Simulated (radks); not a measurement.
Coulomb parameter of the 4d shell of the niobium ion Nb2+ in the model configuration [Kr] 4d2 5p1, as a second difference U = [E(n + 1) + E(n - 1) - 2 E(n)] / (1)^2 with all orbitals relaxed. "Bare": the charge of the atom changes with n. "Screened": the 5p shell takes up the change at fixed total charge, which measures U(4d,4d) + U(5p,5p) - 2 U(4d,5p). All-electron calculation, scalar-relativistic Kohn-Sham, r2SCAN, spin-unpolarised, spherical densities, finite nucleus; meta-GGA in the generalised Kohn-Sham scheme; Fermi nuclear charge, rms radius 4.324 fm. Program: a radial shooting solver on a logarithmic mesh with Libxc functionals.

case,configuration,E - E(n) (eV)
start,[Kr] 4d2 5p1,0.000
bare +1,[Kr] 4d3 5p1,-17.317
bare -1,[Kr] 4d1 5p1,28.354
screened +1,[Kr] 4d3,-8.064
screened -1,[Kr] 4d1 5p2,9.918

U(bare) = 11.037 eV, U(screened by 5p) = 1.854 eV, against the Slater integral F0(4d,4d) = 14.044 eV with frozen orbitals.
